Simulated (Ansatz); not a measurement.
```xyz
10

O    -0.372   -1.973    0.811
Si   -0.662   -0.516    0.127
C     0.502    0.309   -1.110
N     0.637    1.472   -0.182
C    -0.001    1.089    0.846
F    -0.089    1.841    1.928
H     0.515   -2.169    1.118
H    -2.110   -0.520   -0.185
H     0.104    0.625   -2.076
H     1.475   -0.158   -1.277
```

Total charge 0; spin multiplicity 1.

**Question.** List the PBE/def2-TZVPP orbital energies in eV (Ansatz 0.2.0). (Best estimate.)

**Answer.** The calculation gave: Occupied: -1780.51, -660.80, -510.97, -380.89, -271.65, -269.69, -138.16, -94.92, -94.90, -94.86, -31.20, -25.70, -23.71, -17.15, -15.06, -14.32, -13.06, -11.95, -11.66, -10.82, -10.00, -9.56, -9.35, -9.08, -7.48, -7.35, -6.08. Lowest empty: -1.94, -0.24, -0.18, 0.62, 1.31, 1.47, 1.87, 2.15.
